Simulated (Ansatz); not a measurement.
```xyz
27

C     1.945    0.446   -1.312
C     1.569   -1.001   -1.056
C     2.543   -1.953   -1.730
N     0.229   -1.258   -1.575
Sn   -1.303   -0.034   -1.275
F    -2.813   -1.219   -1.306
F    -1.533    1.099   -2.797
N    -1.364    1.287    0.221
C    -1.749    0.895    1.575
C    -1.035   -0.387    1.959
C    -1.402    2.026    2.530
H     2.959    0.649   -0.962
H     1.279    1.135   -0.779
H     1.894    0.668   -2.381
H     1.619   -1.179    0.030
H     2.550   -1.783   -2.809
H     2.263   -2.994   -1.550
H     3.554   -1.807   -1.343
H    -0.042   -2.230   -1.508
H    -1.820    2.143   -0.073
H    -2.832    0.710    1.643
H    -1.335   -1.225    1.319
H     0.048   -0.258    1.884
H    -1.278   -0.672    2.984
H    -1.911    2.950    2.243
H    -1.708    1.779    3.549
H    -0.326    2.213    2.520
```

Total charge 0; spin multiplicity 1. Sn: def2 effective core potential.

Task: List the r2SCAN/def2-TZVPP orbital energies in eV (Ansatz). (Best estimate.)

Result: Computed: Occupied: -664.93, -664.92, -385.48, -385.43, -274.40, -274.35, -273.23, -273.03, -273.00, -272.96, -137.75, -92.65, -92.62, -92.51, -29.97, -29.79, -27.21, -27.01, -27.00, -26.87, -26.35, -23.36, -23.21, -19.84, -19.74, -18.29, -18.16, -15.22, -15.13, -13.35, -12.91, -12.79, -11.83, -11.69, -11.49, -10.95, -10.25, -10.16, -10.02, -9.83, -9.70, -9.66, -9.61, -9.19, -9.15, -9.10, -9.05, -9.01, -8.99, -8.72, -8.26, -6.24, -6.09. Lowest empty: -1.76, 0.23, 0.52, 0.87, 1.39, 1.71, 2.03, 2.06.
